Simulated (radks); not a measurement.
The numbers below are computed, except where a source is named.
Spherical quantum dot in the effective-mass picture: electrons in a hard-walled sphere of radius 1.5, with a point charge +1 (a donor) at the centre, all in effective atomic units (hartree* = m*/eps^2 hartree, bohr* = eps/m* bohr), one dielectric constant everywhere. Level of theory: non-relativistic Kohn-Sham, PBE, spin-polarised, spherical densities (a radial shooting solver with Libxc functionals). Levels are named by radial order and angular momentum (1s, 1p, 1d, 2s, ...), and open shells are averaged over m.

N = 15, configuration 1s2 1p6 1d(up 5, down 2). This is the lowest configuration that the search found. Occupied and some empty levels:

level    occupation  eigenvalue (hartree*)  <r> (bohr*)
1s up             1                 14.513       0.8142
1s down           1                 14.617       0.8083
1p up             3                 16.444       0.9429
1p down           3                 16.577       0.9410
1d up             5                 18.994        1.010
1d down           2                 19.138        1.010
2s up             0                 20.478       0.7017
2s down           0                 20.536       0.7045
1f up             0                 22.187        1.058
1f down           0                 22.336        1.057
2p up             0                 25.356       0.7879
2p down           0                 25.435       0.7878

Energy (hartree*): total 159.452, kinetic 84.717, external -17.185, Hartree 106.40, exchange-correlation -14.481.
